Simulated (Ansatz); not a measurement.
Cartesian coordinates in Å:
```
C -0.876 -2.023 -1.164
C -0.864 -0.703 -1.367
Al -0.006 0.491 -0.093
C 0.013 2.422 -0.386
Si 1.030 -0.582 1.870
H -1.344 -2.727 -1.851
H -0.412 -2.474 -0.289
H -1.355 -0.347 -2.274
H 0.512 2.662 -1.332
H 0.517 2.978 0.407
H -1.008 2.810 -0.470
H 1.668 0.400 2.795
H 2.091 -1.557 1.478
H 0.035 -1.349 2.677
```

Charge 0, multiplicity 1.

Task: List the B3LYP/def2-TZVPP orbital energies in eV (Ansatz 0.2.0). (Estimate.)

Result: The calculation gave: Occupied: -1798.31, -1524.02, -277.13, -276.40, -276.04, -142.90, -112.03, -98.21, -98.21, -98.19, -72.78, -72.58, -72.54, -20.68, -18.52, -15.44, -14.32, -12.61, -11.22, -10.80, -10.78, -9.84, -9.26, -9.21, -7.82, -7.69, -7.03. Lowest empty: -1.84, -0.12, -0.01, 0.37, 1.23, 1.45, 1.75, 1.86.

B3LYP here is the variant with VWN-RPA as its local correlation; programs differ in this.
